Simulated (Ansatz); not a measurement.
Breaking a bond: SMILES [BeH2] (H2Be). The Be1–H3 bond (Be1 also carries H; H3 carries nothing else) is stretched with both fragments frozen at the PBE0/def2-TZVP optimised geometry.

Methods: RHF/aug-cc-pVDZ (Ansatz, a first-principles code); UHF/aug-cc-pVDZ (Ansatz); UMP2 = MP2 on UHF/aug-cc-pVDZ, frozen core run with Ansatz; UCCSD = CCSD on UHF/aug-cc-pVDZ, frozen core (Ansatz); UCCSD(T) = CCSD(T) on UHF/aug-cc-pVDZ, frozen core run with Ansatz; UCCSDT = CCSDT on UHF/aug-cc-pVDZ, frozen core in Ansatz; UCCSDT(Q) = Ansatz with CCSDT(Q) on UHF/aug-cc-pVDZ, frozen core; RKS-CAM-B3LYP = restricted CAM-B3LYP/aug-cc-pVDZ in Ansatz; UKS-CAM-B3LYP = Ansatz with unrestricted CAM-B3LYP/aug-cc-pVDZ; RKS-PBE = restricted PBE/aug-cc-pVDZ in Ansatz; UKS-PBE = unrestricted PBE/aug-cc-pVDZ in Ansatz; FCI = full CI/aug-cc-pVDZ, frozen core (Ansatz).

All curves are set to zero at 1.34 Å and compared with full CI in the same basis at 1.34, 1.39, 1.43, 1.47, 1.56, 1.66, 1.82, 1.98, 2.22, 2.40, 2.67, 2.96, 3.27, 3.67, 4.04, 4.72 Å.

Task: Which method stays most parallel to full CI over these points, and which least?

Result: UCCSDT(Q) has the smallest spread and RHF the largest. In order (kcal/mol): UCCSDT(Q) 0.04, UCCSDT 0.12, UCCSD(T) 1.12, UCCSD 1.76, UKS-PBE 3.73, UKS-CAM-B3LYP 8.16, UMP2 15.19, UHF 24.33, RKS-PBE 26.08, RKS-CAM-B3LYP 50.51, RHF 66.18.

Errors against full CI at some of the points (kcal/mol):

```
method         1.66 Å  1.98 Å  2.67 Å  3.27 Å  4.72 Å
-------------  ------  ------  ------  ------  ------
UCCSDT(Q)         0.0     0.0     0.0     0.0     0.0
UCCSDT            0.0     0.0     0.1     0.1     0.1
UCCSD(T)          0.0     0.1     0.6     1.1     0.1
UCCSD             0.1     0.3     1.2     1.8     0.1
UKS-PBE          -0.4    -0.5     2.2     1.2    -1.5
UKS-CAM-B3LYP     1.1     2.8     8.2     5.6     3.7
UMP2              0.8     2.4     9.4     1.2    -3.8
UHF               1.2     3.7    -2.4   -13.2   -18.9
RKS-PBE          -0.4    -0.5     2.2     9.2    25.5
RKS-CAM-B3LYP     1.1     2.8    10.4    22.3    50.5
RHF               1.2     3.7    14.6    30.0    66.2
```

The restricted form behind RHF, RKS-CAM-B3LYP, RKS-PBE keeps the bonding electrons paired and can't separate into open-shell fragments. The unrestricted determinant behind UHF, UMP2, UCCSD, UCCSD(T), UCCSDT, UCCSDT(Q) is spin-contaminated at 2.22 to 4.72 Å (<S²> up to 1.0, against 0.00 for a pure singlet). The unrestricted determinant behind UKS-CAM-B3LYP, UKS-PBE is spin-contaminated at 2.67 to 4.72 Å (<S²> up to 1.0, against 0.00 for a pure singlet).
